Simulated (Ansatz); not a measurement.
Two spin states of CI, each at its own minimum; 2S+1 = 2, 4 were tried, and our sources give no spin for the ground state. No spin–orbit coupling.

Each state is the lowest solution found for its spin in def2 and cc sets.

Correlated levels freeze the inner cores; with def2 sets outer-core shells near the valence are correlated too.

The values were computed with Ansatz (a program for electronic structure) with Gaussian orbitals. Values without a source in brackets are computed. In def2 rows elements past Kr take small-core potentials, without spin–orbit coupling.

```tsv
level	energy of the multiplicity-4 state above the multiplicity-2 state (kJ/mol)
PBE/def2-TZVPP	177.3
PBE0/def2-TZVPP	153.0
wB97X-V/def2-TZVPP	168.2
CCSD/def2-TZVPP	…
CCSD(T)/def2-TZVPP	…
```

Task: Some entries are withheld; supply them.

Result: 
- CCSD/def2-TZVPP, energy of the multiplicity-4 state above the multiplicity-2 state (kJ/mol): 144.8
- CCSD(T)/def2-TZVPP, energy of the multiplicity-4 state above the multiplicity-2 state (kJ/mol): 159.2

Doubts at one or more of the structures used: a spin-contaminated determinant (CCSD/def2-TZVPP, CCSD(T)/def2-TZVPP).
